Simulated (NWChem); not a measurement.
The numbers come from NWChem runs, not from measurements. System: DMAc (C$_{4}$H$_{9}$NO), charge 0, spin multiplicity 1, at a geometry optimised with PBE0/def2-SVP. Level: r2SCAN/def2-SVP.

The NWChem input:

```
start mol
memory heap 200 mb stack 900 mb global 1100 mb
geometry units angstroms nocenter noautoz noautosym
  C     -1.652646    -0.591439    -0.629410
  N     -0.573431    -0.065158     0.168681
  C     -0.916339     0.317879     1.511643
  C      0.679285     0.019425    -0.385759
  C      1.791438     0.574891     0.481083
  O      0.901124    -0.335148    -1.528786
  H     -2.459919     0.153340    -0.742233
  H     -1.254956    -0.847874    -1.618272
  H     -2.084161    -1.495027    -0.164067
  H     -0.048167     0.710289     2.051217
  H     -1.309554    -0.542975     2.082502
  H     -1.697735     1.099307     1.513673
  H      2.700372     0.582133    -0.130688
  H      1.580832     1.600589     0.819977
  H      1.967876    -0.047029     1.372069
end
basis spherical
  * library def2-svp
end
dft
  xc r2scan
  semidirect memsize 60000000 filesize 0
  iterations 100
  grid fine
end
task dft energy
```

Output (cleaned and shortened):

```
             Northwest Computational Chemistry Package (NWChem) 7.3.0
             --------------------------------------------------------

                                NWChem Input Module
                                -------------------

 Scaling coordinates for geometry "geometry" by  1.889725989
 (inverse scale =  0.529177249)

                             Geometry "geometry" -> ""
                             -------------------------

 Output coordinates in angstroms (scale by  1.889725989 to convert to a.u.)

  No.       Tag          Charge          X              Y              Z
 ---- ---------------- ---------- -------------- -------------- --------------
    1 C                    6.0000    -1.65264600    -0.59143900    -0.62941000
    2 N                    7.0000    -0.57343100    -0.06515800     0.16868100
    3 C                    6.0000    -0.91633900     0.31787900     1.51164300
    4 C                    6.0000     0.67928500     0.01942500    -0.38575900
    5 C                    6.0000     1.79143800     0.57489100     0.48108300
    6 O                    8.0000     0.90112400    -0.33514800    -1.52878600
    7 H                    1.0000    -2.45991900     0.15334000    -0.74223300
    8 H                    1.0000    -1.25495600    -0.84787400    -1.61827200
    9 H                    1.0000    -2.08416100    -1.49502700    -0.16406700
   10 H                    1.0000    -0.04816700     0.71028900     2.05121700
   11 H                    1.0000    -1.30955400    -0.54297500     2.08250200
   12 H                    1.0000    -1.69773500     1.09930700     1.51367300
   13 H                    1.0000     2.70037200     0.58213300    -0.13068800
   14 H                    1.0000     1.58083200     1.60058900     0.81997700
   15 H                    1.0000     1.96787600    -0.04702900     1.37206900

 Effective nuclear repulsion energy (a.u.)     251.1507790554

            Nuclear Dipole moment (a.u.)
            ----------------------------
        X                 Y               Z
 ---------------- ---------------- ----------------
    -0.0000170075    -0.0000018897    -0.0000018897


 Summary of "ao basis" -> "" (spherical)
 ------------------------------------------------------------------------------
       Tag                 Description            Shells   Functions and Types
 ---------------- ------------------------------  ------  ---------------------
 *                          def2-svp                  on all atoms

                                 NWChem DFT Module
                                 -----------------

 Summary of "ao basis" -> "ao basis" (spherical)
 ------------------------------------------------------------------------------
       Tag                 Description            Shells   Functions and Types
 ---------------- ------------------------------  ------  ---------------------
 C                          def2-svp                 6       14   3s2p1d
 N                          def2-svp                 6       14   3s2p1d
 O                          def2-svp                 6       14   3s2p1d
 H                          def2-svp                 3        5   2s1p

 Summary of "ao basis" -> "ao basis" (spherical)
 ------------------------------------------------------------------------------
       Tag                 Description            Shells   Functions and Types
 ---------------- ------------------------------  ------  ---------------------
 C                          def2-svp                 6       14   3s2p1d
[...]
 Grid integrated density:      48.000009074702
 Requested integration accuracy:   0.10E-06
  Resetting Diis
 d= 0,ls=0.0,diis     6   -287.4492153944 -1.62D-04  9.38D-05  1.50D-04    15.6
 Grid integrated density:      48.000009099939
 Requested integration accuracy:   0.10E-06
 d= 0,ls=0.0,diis     7   -287.4492350164 -1.96D-05  3.91D-05  3.76D-06    17.8
 Grid integrated density:      48.000009102112
 Requested integration accuracy:   0.10E-06
 d= 0,ls=0.0,diis     8   -287.4492340557  9.61D-07  2.58D-05  1.28D-05    20.1
 Grid integrated density:      48.000009099633
 Requested integration accuracy:   0.10E-06
 d= 0,ls=0.0,diis     9   -287.4492354309 -1.38D-06  6.08D-06  1.05D-06    22.3
 Grid integrated density:      48.000009101109
 Requested integration accuracy:   0.10E-06
 d= 0,ls=0.0,diis    10   -287.4492355353 -1.04D-07  1.30D-06  4.88D-08    24.5

         Total DFT energy =     -287.449235535309
      One electron energy =     -886.556341073797
           Coulomb energy =      388.332457973948
    Exchange-Corr. energy =      -40.376131490893
 Nuclear repulsion energy =      251.150779055433

 Numeric. integr. density =       48.000009101109

     Total iterative time =     24.0s

                       DFT Final Molecular Orbital Analysis
                       ------------------------------------

 Vector   22  Occ=2.000000D+00  E=-3.207903D-01
              MO Center=  7.0D-01, -5.1D-03, -4.5D-01, r^2= 3.2D+00
   Bfn.  Coefficient  Atom+Function         Bfn.  Coefficient  Atom+Function
  ----- ------------  ---------------      ----- ------------  ---------------
    75      0.353030   6 O  py               47      0.275842   4 C  py
    78      0.226581   6 O  py               61     -0.197632   5 C  py
   125      0.187732  15 H  s               120     -0.182304  14 H  s
    50      0.172099   4 C  py               19     -0.123341   2 N  py
    76     -0.122889   6 O  pz                5     -0.121468   1 C  py

 Vector   23  Occ=2.000000D+00  E=-2.104688D-01
              MO Center= -3.8D-01, -1.6D-01, -2.1D-01, r^2= 2.8D+00
   Bfn.  Coefficient  Atom+Function         Bfn.  Coefficient  Atom+Function
  ----- ------------  ---------------      ----- ------------  ---------------
    19      0.442101   2 N  py               22     -0.382501   2 N  py
    75      0.303178   6 O  py               78      0.236363   6 O  py
    20     -0.158830   2 N  pz              105     -0.147655  11 H  s
   110      0.140330  12 H  s                23      0.138614   2 N  pz
    85      0.134549   7 H  s                95     -0.133952   9 H  s

 Vector   24  Occ=2.000000D+00  E=-2.087855D-01
              MO Center=  8.3D-01, -2.1D-01, -1.1D+00, r^2= 1.8D+00
   Bfn.  Coefficient  Atom+Function         Bfn.  Coefficient  Atom+Function
  ----- ------------  ---------------      ----- ------------  ---------------
    74      0.550762   6 O  px               77      0.385419   6 O  px
    17      0.310161   2 N  s                59     -0.275153   5 C  s
    49      0.190051   4 C  px               75      0.188445   6 O  py
    62      0.154824   5 C  pz               18     -0.146341   2 N  px
    21      0.134879   2 N  px               65      0.132449   5 C  pz

 Vector   25  Occ=0.000000D+00  E= 6.784298D-03
              MO Center=  5.8D-01,  1.2D-02, -3.3D-01, r^2= 2.9D+00
   Bfn.  Coefficient  Atom+Function         Bfn.  Coefficient  Atom+Function
  ----- ------------  ---------------      ----- ------------  ---------------
    47      0.493951   4 C  py               50      0.469075   4 C  py
    78     -0.358919   6 O  py              126      0.348717  15 H  s
   121     -0.344686  14 H  s                75     -0.339933   6 O  py
    22     -0.234626   2 N  py               19      0.229619   2 N  py
    96     -0.207211   9 H  s                86      0.201702   7 H  s

 Vector   26  Occ=0.000000D+00  E= 5.467364D-02
              MO Center= -6.6D-01,  2.6D-01,  1.2D+00, r^2= 7.2D+00
   Bfn.  Coefficient  Atom+Function         Bfn.  Coefficient  Atom+Function
  ----- ------------  ---------------      ----- ------------  ---------------
    31      1.388279   3 C  s                59      1.313077   5 C  s
     3      0.832045   1 C  s               106     -0.792513  11 H  s
   111     -0.793593  12 H  s               101     -0.641337  10 H  s
   126     -0.594209  15 H  s               121     -0.590046  14 H  s
    86     -0.543330   7 H  s                96     -0.539488   9 H  s

 Vector   27  Occ=0.000000D+00  E= 8.490132D-02
              MO Center= -1.0D-01,  3.2D-01,  9.4D-01, r^2= 8.0D+00
   Bfn.  Coefficient  Atom+Function         Bfn.  Coefficient  Atom+Function
  ----- ------------  ---------------      ----- ------------  ---------------
    59      1.638735   5 C  s                 3     -0.804766   1 C  s
   101     -0.794647  10 H  s               121     -0.755745  14 H  s
   126     -0.739625  15 H  s                86      0.693347   7 H  s
    96      0.690933   9 H  s                35      0.588899   3 C  px
   111      0.492638  12 H  s               106      0.481600  11 H  s

 center of mass
 --------------
 x =   0.05596703 y =  -0.02608289 z =  -0.11145647

 moments of inertia (a.u.)
 ------------------
         393.247685321944         -82.683323174434          63.258961631864
         -82.683323174434         806.473070024884         -93.329339074574
          63.258961631864         -93.329339074574         550.141330088739

     Multipole analysis of the density
     ---------------------------------

     L   x y z        total         alpha         beta         nuclear
     -   - - -        -----         -----         ----         -------
     0   0 0 0     -0.000000    -24.000000    -24.000000     48.000000

     1   1 0 0     -0.583060     -0.291521     -0.291521     -0.000017
     1   0 1 0      0.314250      0.157126      0.157126     -0.000002
     1   0 0 1      1.277995      0.638999      0.638999     -0.000002

     2   2 0 0    -26.299997   -160.421577   -160.421577    294.543157
     2   1 1 0      1.076667    -25.965697    -25.965697     53.008062
     2   1 0 1      2.219222     14.899269     14.899269    -27.579315
     2   0 2 0    -27.496071    -37.865130    -37.865130     48.234188
     2   0 1 1     -0.334529    -27.697937    -27.697937     55.061345
     2   0 0 2    -29.961849   -111.166933   -111.166933    192.372017

 Task  times  cpu:       24.6s     wall:       24.6s

 Total times  cpu:       24.6s     wall:       24.6s
```
